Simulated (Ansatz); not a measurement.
Basis-set extrapolation for CH6ClNSSi, SMILES `C[Si](N)(S)Cl` (PBE0-D4/def2-TZVP geometry, frozen core, Ansatz). Multiplicity 1, RHF reference.

|  | def2-TZVPP | def2-QZVPP |
| --- | --- | --- |
| HF | -1241.996175 | -1242.033992 |
| MP2 correlation | -0.879352 | -0.952015 |
| CCSD(T) correlation | -0.976972 | not run |

Energies in hartree. Use E(X) = E(∞) + A·exp(−7.88·√X) for Hartree–Fock and E(X) = E(∞) + B·X^(−2.97) for correlation, with X = 3 and 4, and add CCSD(T) minus MP2 of the smaller set to the MP2 limit.

Task: What is the CCSD(T) energy at the basis-set limit?

Result: HF limit: -1242.033992 + (-0.037817) × 0.13774 = -1242.03920. MP2 limit: -0.952015 + (-0.072663) × 0.74074 = -1.00584. Higher-order term: -0.976972 − (-0.879352) = -0.09762. Total: -1243.14266 hartree, 4.61 eV below CCSD(T)/def2-TZVPP.
